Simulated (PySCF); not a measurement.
Method: B3LYP-D3(BJ)/def2-TZVP // BP86-D3(BJ)/def2-SVP in PySCF 2.14.0. Isolated molecules, 0 K electronic values unless said otherwise. One relaxed conformer stands for a flexible species; it need not be the lowest. B3LYP has the VWN-RPA correlation part, as in Gaussian. 

Reference species: [W(=O)2(OH)2] (neutral, multiplicity 1).

* **charge on the central atom (Mulliken)**: 1.58 e
* **mean distance from the central atom to its bonded neighbours**: 1.813 Å

Changed species: [Mo(=O)2(OH)2] (M = Mo, dioxo; the reference has M = W, dioxo).

**Question.** Predict the effect on the charge on the central atom (Mulliken) and mean distance from the central atom to its bonded neighbours.

**Answer.** the charge on the central atom (Mulliken) increases by 0.25 e, to 1.83 e; the mean distance from the central atom to its bonded neighbours falls by 0.022 Å, to 1.791 Å.
